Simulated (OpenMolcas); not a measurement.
d9 ions of charge +2 down a group on the Ca site of CaO

| Item | Value |
| --- | --- |
| Program | OpenMolcas |
| Method | SS-CASPT2, IPEA 0.25 Eh, imaginary shift 0.1 Eh |
| Spin-orbit coupling | state interaction with AMFI integrals over the reference wave functions |

The d shell is active; CASPT2 correlates the ligand valence shells and the outer metal core. Each dopant is a cluster with its nearest anions in model potentials and point charges, with no relaxation. Distances were set from a Shannon-type radius of the metal (high-spin where two are listed) plus a fixed donor radius (O 1.38 Å), in hosts weighted 0.65 to 0.35 with the host's distance in the model lattice. Ligand basis ANO-RCC-VDZP, DKH2 Hamiltonian. States (labels of O, the rotations of Oh). Energies in cm-1 above the lowest state or level, χT in cm3 K/mol; 10Dq is the gap between the two states. Spin-only χT is S(S+1) / 2 for the spin of the ground state.

```csv
Ion,Shell,R (Å),Metal basis,Ground state,First state of that spin,10Dq,First gap with spin-orbit (degeneracies),χT at 300 K,Spin-only χT
Cu2+,3d9,2.213,ANO-RCC-VTZP,2E,2T2 7350,7345,"6670 (4, 2)",0.571,0.375
Ag2+,4d9,2.35,ANO-RCC-VTZP,2E,2T2 17010,17009,"15580 (4, 2)",0.490,0.375
```

|10Dq| changes by a factor of 17009 / 7345 = 2.32 from Cu2+ to Ag2+.

χT departs most from the spin-only value for Cu2+, by +0.196 cm3 K/mol.

Roots that are degenerate in the reference are averaged as groups; the widest CASPT2 spread within a group is 230 cm-1 (the 3-fold group of multiplicity 2 near 17000 cm-1 above the lowest state of its run, Ag2+). Shifts and gaps below about the spread of the groups concerned are not significant. Over all roots computed the reference weight is 0.70 in Cu2+, 0.69 in Ag2+; a low but even weight reflects the number of correlated electrons. An orbital doublet at a regular site is open to a Jahn-Teller distortion, which this geometry leaves out. Ligand-to-metal charge-transfer states are missing. A single d shell leaves out the double-shell effect, which counts most for late 3d ions, where the CASPT2 field can be off either way by tens of per cent (holds for Cu2+). With one d shell and no ligand orbital active, 10Dq can be off by tens of per cent for divalent 3d ions, low with halides held by bare charges and at times high in hosts, and the orbital part of g and χT goes as 1/10Dq (holds for Cu2+). Free-ion shares, where given, are those of the reference states; single-state CASPT2 does not remix them (holds for Cu2+). The least metal-like active orbital is 80 % on the metal (Löwdin) and no ligand orbital is active, so the numbers are rough (holds for Ag2+). With one d shell and no ligand orbital active, 10Dq can be off by a tenth or more (holds for Ag2+). No measured value stands beside these numbers; the geometry was set by hand and not optimised.
